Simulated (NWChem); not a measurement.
# InNH2Cl2; SMILES [NH2][In]([Cl])[Cl]

```xyz
6

In     0.2435    -0.0388     0.0000
Cl    -0.9955     0.0373    -2.0039
Cl    -0.9955     0.0373     2.0039
N      2.2861     0.1328     0.0000
H      2.7002    -0.3131     0.8304
H      2.7002    -0.3131    -0.8304
```
Atoms are numbered in this order, from 1.

Level: PBE-D3(BJ)/def2-SVP with def2 effective core potentials on In (NWChem), optimised geometry, unscaled harmonic frequencies. def2 effective core potentials on In; no spin-orbit coupling.

```csv
frequency (cm⁻¹),IR intensity (km/mol)
91,6.2
99,5.0
108,7.3
229,24.7
340,10.2
374,60.0
492,117.5
618,33.7
815,29.1
1471,9.1
3412,22.8
3519,17.2
```

```json
{
  "zero_point_energy": "16.5 kcal/mol",
  "thermal correction to the enthalpy at 298.15 K (with zero-point energy)": "21.3 kcal/mol",
  "heat capacity Cv": "19.7 cal/(mol K)",
  "entropy at 298.15 K and 1 atm (symmetry number 1)": "86.0 cal/(mol K)"
}
```

Rigid rotor and harmonic oscillator; modes under 100 cm⁻¹ make the entropy uncertain.
